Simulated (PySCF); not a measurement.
Precursor series Cd Cl-F. All species are isolated molecules in the gas phase.

The LUMO from two functionals at the same geometries (TPSS-D3(BJ)/def2-SVP), both in PySCF: PBE-D3(BJ)/def2-TZVP and B3LYP-D3(BJ)/def2-TZVP. B3LYP has the VWN-RPA correlation part, as in Gaussian. 

```tsv
species	PBE-D3(BJ)/def2-TZVP (eV)	B3LYP-D3(BJ)/def2-TZVP (eV)
0 of 2 Cl replaced by F	-3.23	-2.67
1 of 2 Cl replaced by F ([Cd(Cl)(F)])	-3.33	-2.77
2 of 2 Cl replaced by F	-3.41	-2.85
```

Over these rows, drawn at random from the members with no instability flagged (it was tested for open shells, ions and some series alone), PBE minus B3LYP-D3(BJ): mean -0.56 eV, from -0.56 eV to -0.56 eV.
